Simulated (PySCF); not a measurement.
CH₇GeNOSi, SMILES [OH][Ge@@H]1[NH]C[SiH2]1.

The structure is a stationary point at B3LYP-D3(BJ)/def2-SVP. The structure was generated by enumeration; whether it is a known compound was not checked. One conformer was computed; it need not be the lowest.

Method: TDA-PBE/def2-SVPD run with PySCF.

Vertical excitations. Isolated molecule, no solvent.

```csv
state,energy (eV),λ (nm),f,main pairs
S1,4.37,284,0.007,HOMO→LUMO 96 %
S2,4.85,256,0.021,"HOMO→LUMO+1 67 %, HOMO→LUMO+2 26 %"
S3,4.98,249,0.012,"HOMO→LUMO+2 72 %, HOMO→LUMO+1 22 %"
S4,5.45,227,0.001,HOMO→LUMO+3 95 %
S5,5.75,215,0.017,HOMO→LUMO+4 90 %
S6,5.90,210,0.033,"HOMO−1→LUMO 58 %, HOMO−2→LUMO 17 %, HOMO−1→LUMO+1 14 %"
S7,6.02,206,0.024,"HOMO−1→LUMO+1 58 %, HOMO−2→LUMO 33 %"
S8,6.06,205,0.006,HOMO→LUMO+5 93 %
S9,6.24,199,0.060,"HOMO−2→LUMO+1 60 %, HOMO−2→LUMO 18 %"
S10,6.34,195,0.003,HOMO→LUMO+6 97 %
T1,4.24,292,0,HOMO→LUMO 88 %
T2,4.36,284,0,HOMO→LUMO+1 88 %
T3,4.71,263,0,HOMO→LUMO+2 99 %
T4,5.21,238,0,HOMO−1→LUMO 92 %
```
Triplets are in the Tamm–Dancoff approximation.
